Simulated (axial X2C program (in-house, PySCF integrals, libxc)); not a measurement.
## Worked dissociation energy of SbTe: HF, scalar-relativistic

Computed with an axial X2C code built on PySCF integrals. Spin-free means the one-electron spin-free X2C Hamiltonian. Basis: Te dyall-cv3z [11s12p8d4f1g], Sb dyall-cv3z [11s12p8d4f1g] (cores contracted in-house); Gaussian nuclei, density fitting, unrestricted open shells. Masses: Te 129.906 u, Sb 120.904 u.

Molecular state: M_S = 1/2, Λ = 1 (beyond evenly filled blocks: π+α).

```
E(Te) (2M_S = 2, M_L = 0) : -6790.947672 hartree
E(Sb) (2M_S = 3, M_L = 0) : -6478.041335 hartree
E(SbTe) at Re             : -13269.011671 hartree
ωe                        : 187.3 cm⁻¹
ωexe                      : 0.7 cm⁻¹
```

Q: Work out De and D0.

A: De = -6790.947672 + (-6478.041335) − (-13269.011671) = 0.02266 hartree = 0.617 eV. The zero-point energy is ωe/2 − ωexe/4 = 93 cm⁻¹ = 0.012 eV, so D0 = 0.605 eV.

One determinant describes the state; a PBE0 search over occupations chose it and may have missed a lower one. De is counted from the lowest determinant-based energies of the atoms at the same level, without counterpoise correction. The determinant is spin-polarised beyond a pure state at some levels (its spin-free form has ⟨S²⟩ too high), which makes Re and μ there less reliable. Spin-free De lacks the spin–orbit lowering of the heavy p-block atom, a tenth of an eV or more for 4p and 5p, up to an eV for 6p and one to two eV for 7p atoms, less what an open-shell molecule gains itself.

Hartree–Fock lacks correlation and underbinds, often by eV.

Each atomic determinant is the lowest at this level and need not be a pure term. Totals compare only within one Hamiltonian and basis.
